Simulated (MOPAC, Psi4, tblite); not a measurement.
Interaction energy of H4Si ··· CS2 (SMILES [SiH4] and S=C=S). Monomers: optimised at B3LYP-D3(BJ) (def2-TZVP), held rigid. Orientation: lowest of the rigid-body minima from ten starts at GFN2-xTB. The monomers approach along the line of their centres of mass (distance R); nothing else relaxes. The table gives interaction energies.

```
R / Å      A      B      C
-----  -----  -----  -----
3.11   20.60   4.93  25.18
3.36    4.60  -4.06  11.14
3.57   -1.18  -6.70   4.40
3.75   -3.25  -7.20   1.90
3.93   -3.93  -6.89   0.94
4.18   -3.78  -5.91   0.47
4.41   -3.23  -4.89   0.28
4.78   -2.26  -3.44   0.13
5.25   -1.36  -2.10   0.06
5.98   -0.63  -0.94   0.03
6.96   -0.25  -0.30   0.02
8.22   -0.09  -0.05   0.01
```

Energies in kJ/mol.

**Question.** Which curve belongs to which method? The methods are AM1, restricted, heats of formation run with MOPAC; GFN2-xTB in tblite; DF-SCS-MP2/aug-cc-pVDZ, frozen core, counterpoise-corrected in Psi4.

**Answer.** A is SCS-MP2/aug-cc-pVDZ; B is GFN2-xTB; C is AM1.
